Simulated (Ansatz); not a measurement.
Total energies of `CC[N](C)[GaH][CH3]`.

Cartesian coordinates in Å:
```
C -1.950 -0.099 0.878
C -0.849 -0.769 0.067
N -0.033 0.144 -0.701
C -0.705 0.735 -1.830
Ga 1.705 0.515 -0.272
C 2.462 -0.390 1.299
H -2.520 -0.843 1.441
H -1.523 0.615 1.588
H -2.653 0.440 0.240
H -0.202 -1.331 0.748
H -1.304 -1.512 -0.608
H -1.549 1.374 -1.538
H -1.101 -0.036 -2.508
H -0.011 1.355 -2.401
H 2.413 1.528 -1.234
H 1.849 -0.207 2.185
H 2.493 -1.471 1.139
H 3.477 -0.047 1.506
```

The species carries charge 0 and has multiplicity 1. Correlated methods include outer-core shells of Ga, which these sets cover unevenly. Scalar relativity is left out up to krypton. The structure was optimised at the PBE0-D4/def2-TZVP level. It is one conformer, not always the lowest. Basis def2-TZVPP, Ansatz.

RPA on PBE orbitals: Hartree–Fock energy of these orbitals -2136.15557 Eh, correlation -1.91490 Eh (frozen core).

```
             functional  energy without D4 (Eh)  D4 term (kJ/mol)
            LDA (SPW92)             -2134.33930                 –
                    PBE             -2138.74825             -39.4
                 revPBE             -2139.12790            -120.6
                   BLYP             -2139.28719             -85.3
                 r2SCAN             -2139.19793             -10.5
                 B97M-V             -2138.96961                 –
                   PBE0             -2138.82360             -33.6
                  B3LYP             -2139.40470             -62.7
                r2SCANh             -2139.17893             -11.1
                r2SCAN0             -2139.15235             -12.1
HSE06 (plane-wave form)             -2138.80967             -31.3
                  BHLYP             -2139.17579             -47.2
              CAM-B3LYP             -2139.34063             -34.1
                LC-ωPBE             -2138.96587                 –
                ωB97X-V             -2139.10537                 –
                ωB97M-V             -2139.11333                 –
                 B2PLYP             -2138.77614                 –
               PBE-QIDH             -2138.46247                 –
```

B3LYP takes the VWN-RPA correlation (the form of Gaussian; ORCA's B3LYP/G). HSE06 is the plane-wave form, built on full-range PBE exchange. The double hybrids freeze the cores in their second-order part.

LC-ωPBE has ω = 0.4 bohr⁻¹.
